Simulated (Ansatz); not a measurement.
Consider the hydrogenolysis of a Ga–Cl bond: `C[NH][Ga]([SH])[Cl]` + H₂ → `C[NH][GaH][SH]` + HCl.

Program: Ansatz. Geometries: PBE0-D4/def2-TZVP. ΔE: electronic, gas phase. CCSD(T)/CBS is the MP2 limit (def2-TZVPP, def2-QZVPP) plus CCSD(T) − MP2 in def2-TZVPP, frozen cores. This one scheme is used for every species. Functionals use def2-TZVPP. For Ga outer-core shells are correlated without core-valence functions, which leaves a few kJ/mol of doubt a bond. Scalar relativity is left out up to krypton. Each species was taken in one conformer, which may not be the lowest.

`C[NH][Ga]([SH])[Cl]`:

Cartesian coordinates in Å:
```
C 0.557 1.016 -0.870
N 0.416 -0.402 -0.640
Ga -0.447 -1.236 0.702
S -1.513 -0.249 2.337
Cl -0.421 -3.374 0.683
H 0.039 1.579 -0.090
H 1.605 1.337 -0.854
H 0.123 1.324 -1.828
H 0.869 -0.980 -1.329
H -1.227 0.986 1.889
```

H₂:

Cartesian coordinates in Å:
```
H 0.040 -0.151 0.339
H -0.040 0.151 -0.339
```

`C[NH][GaH][SH]`:

Cartesian coordinates in Å:
```
C -0.359 1.151 -1.119
N 0.199 0.414 -0.009
Ga -0.230 -1.273 0.490
S 0.805 -2.131 2.239
H 0.401 1.429 -1.860
H -0.863 2.071 -0.797
H -1.103 0.541 -1.635
H 0.893 0.931 0.507
H -1.294 -2.095 -0.288
H 1.550 -1.037 2.472
```

HCl:

```xyz
2

Cl   -0.253    0.247   -0.533
H     0.253   -0.247    0.533
```

Problem. Is it downhill or uphill in electronic energy at CCSD(T)/CBS, and by how much? (An estimate is asked.)

Solution. The calculation gave: Uphill: ΔE = +1.02 eV.

Problem. What do these levels give: B2PLYP, revPBE, RPA@PBE/def2-TZVPP, SCS-MP2/def2-TZVPP, HF/def2-QZVPP, HF/CBS(def2)? (Estimate.)

Solution. The calculation gave: B2PLYP 0.99, revPBE 0.92, RPA@PBE/def2-TZVPP 0.94, SCS-MP2/def2-TZVPP 1.04, HF/def2-QZVPP 0.98, HF/CBS(def2) 0.98 eV.

Largest T1 diagnostic among the species: 0.013.

Leaving LDA and LC-ωPBE aside and taking each functional with its dispersion term where it has one, the values, not all of them listed here, spread over 0.11 eV, from B97M-V to BHLYP-D4. LDA lies −0.04 eV from PBE without D4. The D4 term adds +0.09 eV with B3LYP and +0.05 eV with PBE0; it sums over pairs of atoms, weighted by their polarisabilities, and B3LYP, whose exchange is more repulsive, gets the larger term.

B3LYP here is the variant with VWN-RPA as its local correlation; programs differ in this.
